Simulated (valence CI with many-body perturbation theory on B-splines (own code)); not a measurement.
# Level structure of Pr+

Calculated by relativistic CI+MBPT: four valence electrons over a frozen Dirac-Fock core [Xe], radial functions for each j: 8 s, 8 p, 9 d, 9 f, 6 g, 3 h, 2 i, with the one-electron correlation potential Σ1, the two-electron term Σ2, the three-electron term Σ3, Breit, model QED; selected CI, second order for the rest (own B-spline code, finite nucleus).

Set against measurement, 6 paired levels are off by 99 cm⁻¹ on average, the worst by 233. These come from a selection out of the NIST Handbook of Basic Atomic Spectroscopic Data. Levels without a partner in it may be off by more, other configurations by several thousand cm⁻¹. Among the levels kept, up to 400 cm⁻¹ of a level comes from second order outside the variational space, and about a tenth of that is noise between levels of different J, which matters for small intervals.

Levels 1 to 7 of 7, with energies above the lowest level, 4f3.6s 5I°_4. "Leading %" is the weight of the configuration and term that name the level; weights of strongly mixed levels are sums over their largest components and can fall short. Lifetimes count E1, E2, E3, M1 and M2 decay at the calculated energies, and are blank where another channel may lead or the interval is too uncertain; long ones can be off by a factor of two.

```csv
No.,Configuration,Term,J,E (eV),Leading %,Lifetime,Second component,g
1,4f3.6s,5I°,4,0.0000,93,,,0.606
2,4f3.6s,5I°,5,0.0558,56,298 s,37 % 4f3.6s 3I°,0.878
3,4f3.6s,5I°,6,0.2156,75,8.31 s,20 % 4f3.6s 3I°,1.062
4,4f3.6s,3I°,5,0.2216,56,7.18 s,38 % 4f3.6s 5I°,0.861
5,4f3.6s,5I°,7,0.3853,87,6.76 s,9 % 4f3.6s 3I°,1.174
6,4f3.6s,3I°,6,0.4357,74,,21 % 4f3.6s 5I°,1.032
7,4f3.5d,5L°,6,0.4539,92,,,0.723
```

Names give the largest LS component (configuration and term), which can be under half, so a name can repeat, a term be missing and a line seem to break the LS rules; names also repeat where a configuration has a term twice.

Where two levels of one J and parity lie close, their mixing, g and order are uncertain.

The ionisation energy to 4f3 4I°_9/2 of the next ion comes out as 10.252 eV (NIST: 10.631 ± 0.02 eV (semi-empirical), further off than twice its uncertainty). All 7 levels together are meant to be complete up to 0.5454 eV.
